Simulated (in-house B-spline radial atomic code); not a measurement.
RPA and G0W0 on LC-wPBE: the gallium ion Ga²⁺

Configuration [Ar] 3d10 4s1, highest spin, mean-field start LC-wPBE. Computed with an all-electron radial atomic-structure program (B-spline basis): all electrons, scalar-relativistic (spin-free one-electron X2C), finite nucleus, each spin shell either full or empty, empty states to l = 9 with an (l + 1/2)⁻⁴ tail; G0W0 by contour deformation at full frequency.

RPA overbinds a lone outer s electron by self-correlation, and G0W0 tends to as well.

Command:
```bash
python run_gw.py task.json out
```
Settings (radii: box in bohr, nucleus in fm):
```
Z                        31
electrons                29
configuration            [Ar] 3d10 4s1
hamiltonian              x2c
method                   lc_wpbe
lmax                     9
rms_radius               3.9973
spin_polarised           True
box_radius               17.55
intervals                70
ion_configuration        [Ar] 3d10
```

Time taken, with all properties: 8.9 s on 1 thread of Arm Neoverse N1, on a shared host.

Energies (hartree):

```json
{"term": "mean-field total", "value": "-1942.68948"}
{"term": "Hartree-Fock functional on these orbitals", "value": "-1941.31121"}
{"term": "direct second order", "value": "-2.5491"}
{"term": "second-order exchange", "value": "0.7367"}
{"term": "SOSEX correction", "value": "0.669"}
```

Q: What is the RPA correlation energy, and what remains with SOSEX?

A: RPA gives -2.1541 hartree (-2.02 eV per electron); RPA + SOSEX gives -1.4851, and the second-order doubles -1.8124 hartree (no singles). SOSEX takes back 31 % of the RPA value.

Quasi-particle levels (eV):

```tsv
level	occupied	mean field	Σx - vxc	Σc	QP weight	G0W0
4s up	yes	-30.50	0.42	?	?	?
3d down	yes	-44.70	-8.12	2.72	0.918	-50.10
3d up	yes	-44.93	-8.02	2.69	0.915	-50.25
4s down	no	-20.882	2.44	-1.97	0.965	-20.418
```

G0W0 = mean field + (Σx - vxc) + Σc, with Σc (partial-wave tail included) taken at the quasi-particle energy. Only the outer levels were computed. Levels of low weight are left out.

Q: Where does G0W0 put 4s up?

A: At -31.48 eV, with Σc = -1.41 eV and a quasi-particle weight of 0.973. The tabulated removal energy is 30.726 eV (NIST, measured); the calculation leaves out spin-orbit coupling, Breit and QED terms, and what these don't explain is the method's own error.

Q: What does it cost to remove one electron (to [Ar] 3d10) by differences of total energies, each species on its own start (correlation terms add to the Hartree-Fock functional)?

A: LC-wPBE 31.21 eV, Hartree-Fock functional 29.491 eV, + RPA 31.04 eV, + RPA + SOSEX 30.50 eV, + second order 31.09 eV. Tabulated: 30.726 eV (NIST, measured); the calculation leaves out spin-orbit coupling, Breit and QED terms, and what these don't explain is the method's own error.
